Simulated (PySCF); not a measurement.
Isomers of C7H14FNSi.

All values: PBE0/pcSseg-1 (PySCF) at GFN2-xTB geometries, gas phase, one conformer each.

(1) Rank by HOMO–LUMO gap, lowest first.
A. `[CH2:1]=[C:2]([CH2:3][F:4])[Si@@H:5]1[CH2:6][C@@H:7]1[N:8]([CH3:9])[CH3:10]` with C1–C2–C3–F4 -9°, C1–C2–Si5–C6 -162°, C6–C7–N8–C9 -160°
B. `[CH2:1]=[C:2]([F:3])[Si@@H:4]1[CH2:5][CH2:6][C@@H:7]1[N:8]([CH3:9])[CH3:10]` with C1–C2–Si4–C5 -154°, C6–C7–N8–C9 -168°, C2–Si4–C5–C6 -99°, Si4–C5–C6–C7 -16°, C5–C6–C7–N8 138°, C2–Si4–C7–C6 96°
C. `[CH3:1][C:2]#[C:3][CH2:4][C@H:5]([F:6])[SiH2:7][N:8]([CH3:9])[CH3:10]` with C3–C4–C5–F6 -172°, C4–C5–Si7–N8 -166°, C5–Si7–N8–C9 164°

(2) Rank by the highest IAO charge on any atom, highest value first.
A. `[CH2:1]=[C:2]([F:3])[Si@@H:4]1[CH2:5][C@@H:6]1[N:7]([CH3:8])[CH2:9][CH3:10]` with C1–C2–Si4–C5 36°, C5–C6–N7–C8 -149°, C6–N7–C9–C10 -67°
B. `[CH3:1][C:2]#[C:3][CH2:4][C@H:5]([F:6])[SiH2:7][N:8]([CH3:9])[CH3:10]` with C3–C4–C5–F6 -172°, C4–C5–Si7–N8 -166°, C5–Si7–N8–C9 164°
C. `[CH2:1]=[C:2]([F:3])[Si@@H:4]1[CH2:5][CH2:6][C@@H:7]1[N:8]([CH3:9])[CH3:10]` with C1–C2–Si4–C5 -154°, C6–C7–N8–C9 -168°, C2–Si4–C5–C6 -99°, Si4–C5–C6–C7 -16°, C5–C6–C7–N8 138°, C2–Si4–C7–C6 96°

Results:

(1) B (5.53 eV), A (5.67 eV), C (7.13 eV).

(2) B (+0.875 e), C (+0.847 e), A (+0.756 e).

All values together:

```csv
SMILES,μ (D),HOMO (eV),LUMO (eV),lowest IAO charge (e),highest IAO charge (e),lowest Hirshfeld charge (e),highest Hirshfeld charge (e)
CC#CC[C@H](F)[SiH2]N(C)C,1.93,-6.34,0.79,-0.504 (N),+0.875 (Si),-0.175 (N),+0.350 (Si)
C=C(CF)[Si@@H]1C[C@@H]1N(C)C,2.03,-6.13,-0.46,-0.534 (C),+0.769 (Si),-0.174 (C),+0.321 (Si)
C=C(F)[Si@@H]1C[C@@H]1N(C)CC,2.03,-6.29,-0.60,-0.525 (C),+0.756 (Si),-0.170 (C),+0.320 (Si)
C=C(F)[Si@@H]1CC[C@@H]1N(C)C,1.63,-6.05,-0.52,-0.536 (C),+0.847 (Si),-0.162 (C),+0.357 (Si)
```

Conformers: `[CH3:1][C:2]#[C:3][CH2:4][C@H:5]([F:6])[SiH2:7][N:8]([CH3:9])[CH3:10]` with C3–C4–C5–F6 -172°, C4–C5–Si7–N8 -166°, C5–Si7–N8–C9 164°; `[CH2:1]=[C:2]([CH2:3][F:4])[Si@@H:5]1[CH2:6][C@@H:7]1[N:8]([CH3:9])[CH3:10]` with C1–C2–C3–F4 -9°, C1–C2–Si5–C6 -162°, C6–C7–N8–C9 -160°; `[CH2:1]=[C:2]([F:3])[Si@@H:4]1[CH2:5][C@@H:6]1[N:7]([CH3:8])[CH2:9][CH3:10]` with C1–C2–Si4–C5 36°, C5–C6–N7–C8 -149°, C6–N7–C9–C10 -67°; `[CH2:1]=[C:2]([F:3])[Si@@H:4]1[CH2:5][CH2:6][C@@H:7]1[N:8]([CH3:9])[CH3:10]` with C1–C2–Si4–C5 -154°, C6–C7–N8–C9 -168°, C2–Si4–C5–C6 -99°, Si4–C5–C6–C7 -16°, C5–C6–C7–N8 138°, C2–Si4–C7–C6 96°.
